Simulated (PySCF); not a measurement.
Two-component Hartree-Fock for Tm⁵³⁺ (thulium, charge +53)

Start: [Ne] 3s2 3p4; 3p1/2 filled at m_j = -1/2, +1/2; 3p3/2 filled at m_j = +1/2, +3/2. Calculated with PySCF 2.14 in an even-tempered Gaussian basis (18 s from 15 bohr⁻², ratio 2.4; 14 p from 19 bohr⁻², ratio 2.4; 4 d from 68 bohr⁻², ratio 2.6; 4 f from 100 bohr⁻², ratio 2.6): generalised Hartree-Fock with the X2C-1e Hamiltonian and a Gaussian nucleus; one run each with spin-orbit coupling (SO) switched off, then screened by Boettger's factors.

| spinor shell | electrons | ε, spin-free (eV) | ε, screened SO (eV) | weight of nominal j (screened SO) | rms radius, screened SO (bohr) |
| --- | --- | --- | --- | --- | --- |
| 1s1/2 | 2 | -63551.3 | -63531.7 | 1.000 | 0.0227 |
| 2s1/2 | 2 | -13900.6 | -13892.8 | 1.000 | 0.0905 |
| 2p1/2 | 2 | -12724.7 | -13436.2 | 1.000 | 0.0771 |
| 2p3/2 | 4 | -12724.7 | -12422.4 | 1.000 | 0.0837 |
| 3s1/2 | 2 | -5473.7 | -5470.8 | 1.000 | 0.218 |
| 3p1/2 | 2 | -5125.5 | -5299.7 | 0.999 | 0.207 |
| 3p3/2 | 2 | -5125.5 | -5048.1 | 1.000 | 0.218 |

```tsv
quantity	spin-free	screened SO
E (hartree)	-10691.01267	-10708.10414
M_J	2	2
⟨J²⟩	6.000	6.001
⟨L²⟩	2.000	3.264
⟨S²⟩	2.000	1.409
```

Each row is a mean over spinors that exchange with the open shell spreads, by up to 35.868 eV (3s1/2).

Breit and QED terms are absent; they matter most for the inner s and p1/2 levels.

Densities and radii are taken from the X2C orbitals without a picture-change correction, which distorts them close to the nucleus.

Without spin-orbit coupling the j labels of p, d and f shells carry no meaning; the spin-free column gives the mean over the occupied spinors of each nl shell.
